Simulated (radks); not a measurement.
Values are calculated unless marked as measured or tabulated.
Nd+, configuration [Xe] 4f4 6s1. Code: a radial shooting solver on a logarithmic mesh with Libxc functionals. Model: Dirac Kohn-Sham, PBEsol, spin-unpolarised, spherical densities, finite nucleus; open shells fill j = l - 1/2 first; Fermi nuclear charge, rms radius 4.9123 fm.

Unscreened Slater integrals over Kohn-Sham orbitals (eV). Large and small components are both included. Empty in this configuration: 4f7/2.

integral,value
"F0(4f5/2,4f5/2)",23.594
"F2(4f5/2,4f5/2)",10.685
"F4(4f5/2,4f5/2)",6.6069
"F0(4f5/2,6s1/2)",7.8715
"G3(4f5/2,6s1/2)",0.38968
"F0(4f5/2,5p3/2)",16.285
"F2(4f5/2,5p3/2)",5.9803
"G2(4f5/2,5p3/2)",3.5960
"G4(4f5/2,5p3/2)",2.6692
"F0(4f5/2,5p1/2)",16.960
"G2(4f5/2,5p1/2)",4.0073
"F0(4f5/2,4f7/2)",23.409
"F2(4f5/2,4f7/2)",10.587
"F4(4f5/2,4f7/2)",6.5438
"G2(4f5/2,4f7/2)",10.571
"G4(4f5/2,4f7/2)",6.5342
"G6(4f5/2,4f7/2)",4.6741
"F0(6s1/2,6s1/2)",6.1106
"F0(6s1/2,5p3/2)",7.5530
"G1(6s1/2,5p3/2)",0.63338
"F0(6s1/2,5p1/2)",7.5980
"G1(6s1/2,5p1/2)",0.54183
"F0(6s1/2,4f7/2)",7.8610
"G3(6s1/2,4f7/2)",0.40318
"F0(5p3/2,5p3/2)",13.978
"F2(5p3/2,5p3/2)",7.5119
"F0(5p3/2,5p1/2)",14.339
"G2(5p3/2,5p1/2)",7.6474
"F0(5p3/2,4f7/2)",16.218
"F2(5p3/2,4f7/2)",6.0018
"G2(5p3/2,4f7/2)",3.6522
"G4(5p3/2,4f7/2)",2.7031
"F0(5p1/2,5p1/2)",14.737
"F0(5p1/2,4f7/2)",16.886
"G4(5p1/2,4f7/2)",2.9861
"F0(4f7/2,4f7/2)",23.228
"F2(4f7/2,4f7/2)",10.492
"F4(4f7/2,4f7/2)",6.4825
"F6(4f7/2,4f7/2)",4.6364
